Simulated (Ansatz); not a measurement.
Wavefunction ladder for `[BH3-][SeH2+]`

```xyz
7

B     0.473    0.345   -0.727
Se   -0.097   -0.252    1.230
H    -0.441    0.033   -1.442
H     1.493   -0.288   -0.842
H     0.634    1.526   -0.538
H    -1.475    0.258    1.317
H    -0.586   -1.622    1.002
```

The species carries charge 0 and has multiplicity 1. Correlated methods include outer-core shells of Se, which these sets cover unevenly. Scalar relativity is left out up to krypton. All single points use the PBE0-D4/def2-TZVP geometry. Frozen core, restricted reference, the Gaussian-basis code of Ansatz.

```tsv
basis	HF (Eh)	MP2 corr.
def2-SVP	-2427.07661	-0.36112
def2-TZVPP	-2427.40408	-0.42568
def2-QZVPP	-2427.45333	-0.73590
```

Estimate the CCSD correlation energy and the (T) correction in each basis where they were run (hartree).


```tsv
basis	CCSD corr.	(T)
def2-SVP	-0.39284	-0.00955
def2-TZVPP	-0.45651	-0.01526
```
